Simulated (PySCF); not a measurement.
H2BrFO2Sn (SMILES [OH][Sn]([OH])([F])[Br]), singlet, geometry from GFN2-xTB (such geometries of metal compounds can be far from the true shape) (all electrons, no relativity).

PySCF was given this input:
```python
from pyscf import gto, scf, mcscf
import numpy

mol = gto.Mole()
mol.atom = '''
    O    -0.298542    2.085800    0.574897
    Sn   -0.451687    0.205877    0.289841
    O    -2.167343   -0.222205   -0.460259
    F    -0.514213   -0.668187    2.025462
    Br    1.444404   -0.589101   -0.983691
    H    -1.073489    2.490188    0.972020
    H    -2.541296   -1.060589   -0.181130
'''
mol.basis = 'sto-3g'
mol.charge = 0
mol.spin = 0
mol.verbose = 4
mol.build()

mf = scf.RHF(mol)
mf.kernel()
mc = mcscf.CASSCF(mf, 3, 4)
mc.fix_spin_(ss=0.0)
mc.kernel()
occ = numpy.linalg.eigvalsh(mc.fcisolver.make_rdm1(mc.ci, mc.ncas, mc.nelecas))[::-1]
ss = mc.fcisolver.spin_square(mc.ci, mc.ncas, mc.nelecas)[0]
print('natural occupations', occ.round(4), ' <S^2>', round(ss, 4))
```

Task: Estimate the SCF-reference Mulliken (on the basis functions themselves) charges in atom order that PySCF with CASSCF(4,3)/STO-3G returns for this input.

Result: O1 -0.50, Sn2 1.32, O3 -0.51, F4 -0.34, Br5 -0.29, H6 0.16, H7 0.16

Task: What is the computed SCF-reference HOMO energy (CASSCF(4,3)/STO-3G)?

Result: -8.70 eV

Task: Predict the nuclear repulsion energy from CASSCF(4,3)/STO-3G.

Result: 935.0622 Eh

Task: Give the SCF-reference HOMO-LUMO gap at the level CASSCF(4,3)/STO-3G.

Result: 15.94 eV

Task: Give the number of basis functions at the level CASSCF(4,3)/STO-3G.

Result: 62

Task: Estimate the SCF-reference dipole moment that CASSCF(4,3)/STO-3G returns for this input.

Result: 2.03 D
